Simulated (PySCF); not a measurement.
Compound: C6H10FNOSi.
Atom-mapped SMILES: `[CH3:1][C@@H:2]1[CH2:3][SiH2:4][CH2:5][C@:6]([F:7])([C:8]#[N:9])[O:10]1` (hydrogens: H11, H12, H13 on C1; H14 on C2; H15, H16 on C3; H17, H18 on Si4; H19, H20 on C5)

Method used: PBE0-D3(BJ)/def2-SVP geometry optimisation, gas phase (PySCF).

(1) List the bond lengths, angles and torsions at this level.

Results:

(1) 
```
                  bond  length (Å)   order
                 C1–C2       1.512  single
                 C2–C3       1.528  single
                C3–Si4       1.885  single
                Si4–C5       1.894  single
                 C5–C6       1.525  single
                 C6–F7       1.382  single
                 C6–C8       1.485  single
                 C8≡N9       1.155  triple
                C6–O10       1.372  single
                C2–O10       1.437  single
C1–H11, C1–H12, C1–H13       1.100  single
                C2–H14       1.104  single
                C3–H15       1.102  single
                C3–H16       1.104  single
               Si4–H17       1.492  single
               Si4–H18       1.493  single
                C5–H19       1.100  single
                C5–H20       1.101  single
```

Bonds in one row agree within 0.01 Å and their mean is given. Orders are formal, as drawn. A selection of angles:
```
      angle  degrees
  C2–C1–H11    110.5
 H11–C1–H12    108.4
 H11–C1–H13    108.8
   C1–C2–C3    113.2
  C1–C2–O10    105.3
  C1–C2–H14    109.1
  C3–C2–O10    111.9
  C3–C2–H14    109.4
 O10–C2–H14    107.6
  C2–C3–Si4    111.0
  C2–C3–H15    109.4
  C2–C3–H16    109.1
 Si4–C3–H15    111.5
 Si4–C3–H16    108.8
 H15–C3–H16    106.9
  C3–Si4–C5    101.9
 C3–Si4–H17    111.6
 C3–Si4–H18    112.3
 C5–Si4–H17    111.0
 C5–Si4–H18    110.6
H17–Si4–H18    109.2
  Si4–C5–C6    109.6
 Si4–C5–H19    113.1
 Si4–C5–H20    108.9
  C6–C5–H19    109.3
  C6–C5–H20    108.0
 H19–C5–H20    107.8
   C5–C6–F7    107.8
   C5–C6–C8    111.1
  C5–C6–O10    114.9
   F7–C6–C8    106.9
  F7–C6–O10    110.0
  C8–C6–O10    105.8
   C6–C8–N9    177.9
  C2–O10–C6    118.3
```

Dihedral angles: C1–C2–C3–Si4 -173° (antiperiplanar); C2–C3–Si4–C5 42° (synclinal); C3–Si4–C5–C6 -41° (synclinal); Si4–C5–C6–F7 -69° (synclinal); C5–C6–O10–C2 -69° (synclinal); C1–C2–O10–C6 -168° (antiperiplanar).

Of the pairs four or more bonds apart, F7···H14 is among the closest relative to their van der Waals radii: 2.38 Å, 89 % of the sum of Bondi's values. The 6-membered ring C2–C3–Si4–C5–C6–O10 has internal angles of 101.9° to 118.3°; it is puckered, 0.23 Å rms from its mean plane, widest ring torsion 69°. The C–O distances run from 1.372 Å (C6–O10, drawn single) to 1.437 Å (C2–O10, drawn single), a spread of 0.065 Å. Si4 (SiH2 silicon) is distorted tetrahedral (angles from 101.9° to 112.3°). The C–C distances run from 1.485 Å (C6–C8, drawn single) to 1.528 Å (C2–C3, drawn single), a spread of 0.043 Å.

Point group: C1 (no symmetry element, even within 0.4 Å). No PBE0-D3(BJ)/def2-SVP frequencies stand behind this structure, so it isn't proved a minimum. One conformer, not necessarily the lowest.
